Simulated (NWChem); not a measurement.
C5H6; SMILES C#CC(=C)C

Computed with NWChem. The level has its own optimisation; frequencies are unscaled. Brackets give each atom's bonded neighbours.

Question: What does the run give for PBE/def2-SVP? Quantities: r C–C [C(CC)–C(CH)] (Å); r C–H [C(CH)–H(C)] (Å); r C–C [C(CC)–C(CCC)] (Å); r C–C [C(CCC)–C(CHH)] (Å); highest harmonic frequency (cm⁻¹); lowest (cm⁻¹); zero-point energy (kcal/mol); dipole (D).

Answer: 
| Quantity | Value |
|---|---|
| r C–C [C(CC)–C(CH)] (Å) | 1.227 |
| r C–H [C(CH)–H(C)] (Å) | 1.081 |
| r C–C [C(CC)–C(CCC)] (Å) | 1.434 |
| r C–C [C(CCC)–C(CHH)] (Å) | 1.357 |
| highest harmonic frequency (cm⁻¹) | 3407 |
| lowest (cm⁻¹) | 173 |
| zero-point energy (kcal/mol) | 54.3 |
| dipole (D) | 0.51 |
